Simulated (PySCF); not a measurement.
Species: C3H12GeN2.
Structure used (PBE0-D3(BJ)/def2-SVP), in Å, numbered top down from 1:
```
atom  x, y, z in Å
C1    -1.0218    1.6199   -0.0625
N2    -0.8984    0.2845    0.4639
Ge3   -1.5720   -1.0877   -0.5748
C4     0.2638    0.0551    1.2835
C5     1.5506   -0.2287    0.5111
N6     1.3954   -1.4594   -0.2377
H7    -1.9877    1.7376   -0.5799
H8    -1.0018    2.3631    0.7562
H9    -0.2299    1.9109   -0.7867
H10   -3.0736   -0.7329   -0.7463
H11   -1.4425   -2.3995    0.2156
H12   -0.9824   -1.2110   -1.9986
H13    0.4166    0.9315    1.9405
H14    0.0713   -0.8002    1.9588
H15    2.4120   -0.2240    1.2120
H16    1.7276    0.5927   -0.2030
H17    1.5022   -2.2743    0.3627
H18    2.0738   -1.5446   -0.9892
```

Linear response at CAM-B3LYP/def2-SVPD (PySCF, frozen core in the response, non-relativistic). The CAM-B3LYP/def2-SVPD calculation is non-relativistic and has no spin–orbit coupling, an omission that weighs most on germanium.

Static isotropic polarisability: 86.74 au (12.85 Å³), principal values 77.4, 89.2, 93.6 au.

Task: What is the polarisability at 1064 nm and at the sodium D line?

Result: 87.49 au at 1064 nm (+0.9 %), 89.29 au at 589.3 nm (+2.9 %). The rise at 589.3 nm is 3.37 times that at 1064 nm; a pure ω² law gives 3.26. The lowest singlet lies at 223 nm, shorter than both wavelengths.

Task: What is the isotropic C6 coefficient between two such molecules, C6 = (3/π)∫α(iω)² dω?

Result: 3007 au (Eh·bohr⁶) by a ten-point quadrature over imaginary frequencies, which is 1800 eV·Å⁶ or 173 J·nm⁶/mol.

Task: Which effective excitation energy ω̄ makes London's formula C6 = (3/4)α²ω̄ exact here?

Result: ω̄ = 4·C6/(3α²) = 0.533 Eh = 14.5 eV. A one-pole form α(ω) = α/(1 − ω²/ω̄²) fitted to the 1064 nm value gives 12.5 eV.

Task: What does −C6/R⁶ come to at R = 10 Å between centres?

Result: -170 J/mol. This is the leading, orientation-averaged term; C8 and higher terms are left out.

Task: How many electrons N does the Slater–Kirkwood formula C6 = (3/4)·√N·α^(3/2) need to give this C6?

Result: N = (4·C6/3)²/α³ = 24.6; the species has 76 electrons in all.

Task: What three-body coefficient follows from the one-pole estimate C9 = (3/4)·α·C6?

Result: 196000 au. This is an estimate from the two numbers above, not a computed integral.

Task: What molar refraction at the D line follows from R = (4π/3)·N_A·α′, with α′ the polarisability volume?

Result: α′ = 13.23 Å³ gives R = 33.38 cm³/mol, for isolated, non-vibrating species.

One conformer stands for the species.
